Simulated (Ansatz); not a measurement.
def2 core potentials replace the inner electrons of Sn. The geometry has C3v symmetry (within 0.05 Å) and had no frequency check at the DFT level, so a distortion to lower symmetry isn't ruled out.

Cartesian coordinates (Å):
SMILES: F[C]([Sn]([Cl])([Cl])[Cl])(F)F
```xyz
8

F      1.8008    -0.1738    -1.0656
C      1.2219    -0.0749     0.1247
F      1.6895     1.0069     0.7352
F      1.5467    -1.1418     0.8443
Sn    -0.9706     0.0594    -0.0990
Cl    -1.5314     1.9331    -1.3507
Cl    -1.7802    -1.8316    -1.1760
Cl    -1.9769     0.2227     1.9872
```
Charge 0, spin multiplicity 1.

Give the total energy, HOMO and LUMO at the level CAM-B3LYP-D3(BJ)/def2-TZVP // PBE0-D3(BJ)/def2-SVP (Ansatz, a quantum-chemistry and plane-wave program).


```
Property            Result
------------  ------------
total energy  -52594.55 eV
HOMO             -10.79 eV
LUMO              -2.01 eV
```
